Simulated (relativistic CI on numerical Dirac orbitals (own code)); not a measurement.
## Cs XXIII: sensitivity of the levels to the model

Base calculation: Dirac-Coulomb-Breit CI, orbitals from a KLI potential per configuration, model QED (radiative potential, 1s self-energy scaled to tabulated hydrogen-like ionisation energies), unscaled Slater integrals.

Configurations in the expansion (outside the closed core [Ar] 3d10): 4s²4p³, 4s4p⁴, 4s²4p²4d, 4p⁵, 4s4p³4d, 4s²4p²4f, 4s4p³4f, 4p⁴4d, 4s4p²4d², 4s²4p4d4f, 4p⁴4f, 4s²4p²5s, 4s²4p²5p, 4p⁴5s, 4p³4d4f, 4s4p²4d5s, 4s4p³5s, 4s²4p²5d, 4s4p²4f², 4s²4p4f5s, 4s4p³5p, 4s²4p²5f, 4s²4p²5g, 4s4p³5d, 4s²4p²6s, 4s²4p²6p, 4p³4f5s, 4s²4p4d², 4s²4d³, 4s4p4d³, 4s²4d²4f, 4s4p4d²4f, 4s²4d²5s, 4p³4d², 4p²4d³, 4p²4d²4f, 4p²4d²5s, 4s²4p4f², 4s²4d4f², 4s4p4d4f², 4s²4f³, 4s4p4f³, 4s²4f²5s, 4p³4f², 4p²4d4f², 4p²4f³, 4p²4f²5s, 4s4p²4d4f, 4s4p4d4f5s, 4s²4p4d5s, 4s4p4d²5s, 4s²4d4f5s, 4s²4d5s², 4p³4d5s, 4p²4d4f5s, 4p²4d5s², 4s4p²4f5s, 4s4p4f²5s, 4s4p4f5s², 4s²4p5s², 4s4p4d5s², 4s²4f5s². Double excitations out of closed p, d and f shells are left out; levels of such configurations are missing from the list, as are those of other unlisted configurations, and high levels can miss mixing partners. These lack a partner that the ground configuration has and come out too high: 4s²4p²5p, 4s²4p²5d, 4s4p³5p, 4s²4p²5f, 4s²4p²5g.

Variants: (1) QED terms removed. Shifts of the energy above 4s²4p³ ⁴S°3/2, in cm⁻¹, for the lowest level and the first level of each name with at least 55 % of one term (blank where a level changes its place among those of its configuration and J or its character, or is not in the variant):

```csv
Level,Base,Δ(1)
4s²4p³ ⁴S°3/2,0,0
4s²4p³ ²D°5/2,147315,-231
4s²4p³ ²P°1/2,182705,-217
4s²4p³ ²P°3/2,304653,-447
4s4p⁴ ⁴P5/2,538335,+2338
4s4p⁴ ⁴P1/2,610547,+2294
4s4p⁴ ²D5/2,722526,+1935
4s²4p²4d ²F5/2,830390,+115
4s²4p²4d ⁴D1/2,841684,+341
4s²4p²4d ⁴F7/2,849302,+75
4s²4p²4d ⁴F9/2,883949,+8
4s²4p²4d ²G7/2,938845,0
4s²4p²4d ²D3/2,974096,+78
4s²4p²4d ²D5/2,990358,+118
4s²4p²4d ²P1/2,1006983,+455
4s²4p²4d ²G9/2,1023811,-196
4p⁵ ²P°3/2,1197431,+4230
4s4p³4d ⁶D°1/2,1221555,+2736
4s4p³4d ⁶D°5/2,1223215,+2729
4s4p³4d ⁶D°3/2,1225504,+2805
4s4p³4d ⁶D°7/2,1228029,+2709
4s4p³4d ⁶D°9/2,1246565,+2659
```

At this charge energies of transitions that change n are usually good to better than 1 %, and those within a shell (Δn = 0) to a few per cent.

Ionisation energy from the two ground configurations alone: base 700.384 eV. The NIST ASD value (theoretical) is 700 eV.

LS names give the leading component of a level, which can be under half, so a name can repeat, a term be missing and a line seem to break the LS rules.
